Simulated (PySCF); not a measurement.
**`CC(C)OC1=CO[BH2-][O+]=C1` in a uniform electric field**

Compound: C6H11BO3.
Atom-mapped SMILES: `[CH3:1][CH:2]([CH3:3])[O:4][C:5]1=[CH:6][O:7][BH2-:8][O+:9]=[CH:10]1` (hydrogens: H11, H12, H13 on C1; H14 on C2; H15, H16, H17 on C3; H18 on C6; H19, H20 on B8; H21 on C10)

Structure used (PBE0-D3(BJ)/def2-SVP), in Å, numbered top down from 1:
```
atom  x, y, z in Å
C1    -2.627    1.280   -0.216
C2    -1.408    0.579    0.338
C3    -1.738   -0.706    1.072
O4    -0.546    0.329   -0.782
C5     0.728   -0.020   -0.470
C6     1.739    0.945   -0.388
O7     2.945    0.665   -0.114
B8     3.226   -0.727    0.462
O9     2.367   -1.695   -0.353
C10    1.176   -1.338   -0.609
H11   -3.324    1.543    0.592
H12   -3.151    0.624   -0.929
H13   -2.337    2.198   -0.745
H14   -0.875    1.261    1.030
H15   -2.260   -1.407    0.402
H16   -2.389   -0.500    1.934
H17   -0.828   -1.194    1.453
H18    1.512    1.989   -0.652
H19    2.799   -0.737    1.611
H20    4.394   -0.997    0.302
H21    0.506   -2.094   -1.046
```

Level: CAM-B3LYP/def2-SVPD (PySCF); nuclei fixed, core orbitals frozen in the response. Permanent dipole (-4.454, 1.231, -0.392) D (1 au = 2.5417 D). Static polarisability (au):

```
x   117.23  -5.10   2.18
y    -5.10  98.81  -1.03
z     2.18  -1.03  77.99
```

Only the terms in μ and α are kept: μ(F) = μ + αF and ΔE = −μ·F − ½ F·αF.

Q: A field of 0.001 au (0.051 V/Å) is applied along each axis in both senses. Find the induced dipole, the size of the total dipole and the two energy terms.

A: 
| field along | induced x (D) | induced y (D) | induced z (D) | total size (D) | −μ·F (kJ/mol) | −½F·αF (kJ/mol) |
| --- | --- | --- | --- | --- | --- | --- |
| +x | 0.298 | -0.013 | 0.006 | 4.348 | +4.601 | -0.154 |
| −x | -0.298 | 0.013 | -0.006 | 4.928 | -4.601 | -0.154 |
| +y | -0.013 | 0.251 | -0.003 | 4.723 | -1.272 | -0.130 |
| −y | 0.013 | -0.251 | 0.003 | 4.564 | +1.272 | -0.130 |
| +z | 0.006 | -0.003 | 0.198 | 4.619 | +0.405 | -0.102 |
| −z | -0.006 | 0.003 | -0.198 | 4.665 | -0.405 | -0.102 |

Q: For the field (0.0009, 0.0010, -0.0008) au, what is the induced dipole, and what angle does it make with the field?

A: αF = (0.251, 0.242, -0.156) D, at 7.5° to the field. The polarisability along this direction, F·αF/F², is 95.11 au, against a mean of 98.01 au.

Q: At what field along the permanent dipole would the induced dipole along it equal the permanent one, in this linear picture?

A: The polarisability along the dipole is 118.65 au, so F = 1.8246 au / 118.65 au = 0.0154 au = 0.79 V/Å; higher-order terms are ignored.

Q: What field makes μF equal to kT at 200 K?

A: kT = 0.6334 × 10⁻³ Eh, so F = 0.000347 au = 1.79 MV/cm.

Q: Induction energy −ᾱe²/2R⁴ of a unit charge at 18 Å, the molecule taken as a point?

A: R = 34.02 bohr, so the energy is −98.0/(2 × 34.02⁴) Eh = -0.0961 kJ/mol. The charge–dipole term at its most favourable orientation, −μe/R², is -4.14 kJ/mol.

Isolated species at its PBE0-D3(BJ)/def2-SVP geometry (one conformer only).
